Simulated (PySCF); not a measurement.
The multiplicity is imposed and other spin states were not computed.

# [Cd(Cl)(F)] (charge 0, multiplicity 1)

Computed with TPSSh-D3(BJ)/def2-TZVP // r2SCAN-D4/def2-SVP (PySCF 2.14.0).

The HOMO is -8.34 eV and the dipole moment is 0.43 D. The LUMO is -2.70 eV and the HOMO–LUMO gap comes out as 5.64 eV. The charge on the central atom (Mulliken) is 0.94 e, the total energy is -19806.49 eV and the cost is roughly 70 core-seconds.

Bonds (Å): Cd1–Cl2 2.268, Cd1–F3 1.924. Angles (°): Cl2–Cd1–F3 180.0.
